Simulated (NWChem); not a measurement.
System: CH$_{2}$F$_{2}$O$_{2}$Si; SMILES F[Si]1(F)OCO1

Here is an NWChem input.

```
start job
memory heap 200 mb stack 900 mb global 1100 mb
geometry units angstroms noautoz
  F      0.000000    -1.263413     1.342291
  Si     0.000000     0.000000     0.372723
  F      0.000000     1.263413     1.342291
  O     -1.104788     0.000000    -0.864970
  C      0.000000     0.000000    -1.771886
  O      1.104788     0.000000    -0.864970
  H      0.000000    -0.909155    -2.395358
  H      0.000000     0.909155    -2.395358
end
basis spherical
  * library def2-tzvp
end
dft
  xc b3lyp
  iterations 150
  semidirect filesize 400000000
  mulliken
end
task dft energy
```

Structure relaxed at the PBE0/def2-SVP level.

Q: What results follow from this input? (B3LYP/def2-TZVP.) Quantities: energy (Ha); highest occupied level (eV); orbital gap (eV); dipole (D).

A: 
```
Property                      Result
---------------------------  -------
energy (Ha)                  -679.33
highest occupied level (eV)    -8.90
orbital gap (eV)                8.97
dipole (D)                      1.47
```
